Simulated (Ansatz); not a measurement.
Basis-set extrapolation for C₂H₉BN₂ (`CCB(N)N`) (PBE0-D4/def2-TZVP geometry, frozen core, the Gaussian-basis code of Ansatz). Multiplicity 1, RHF reference.

```json
{"": "HF", "def2-TZVPP": "-214.746627", "def2-QZVPP": "-214.757299"}
{"": "MP2 correlation", "def2-TZVPP": "-0.883884", "def2-QZVPP": "-0.943222"}
{"": "CCSD(T) correlation", "def2-TZVPP": "-0.964537", "def2-QZVPP": "not run"}
```

Energies in hartree. Use E(X) = E(∞) + A·exp(−7.88·√X) for Hartree–Fock and E(X) = E(∞) + B·X^(−2.97) for correlation, with X = 3 and 4, and add CCSD(T) minus MP2 of the smaller set to the MP2 limit.

What is the CCSD(T) energy at the basis-set limit?

HF limit: -214.757299 + (-0.010672) × 0.13774 = -214.75877. MP2 limit: -0.943222 + (-0.059338) × 0.74074 = -0.98718. Higher-order term: -0.964537 − (-0.883884) = -0.08065. Total: -215.82660 hartree, 3.14 eV below CCSD(T)/def2-TZVPP.
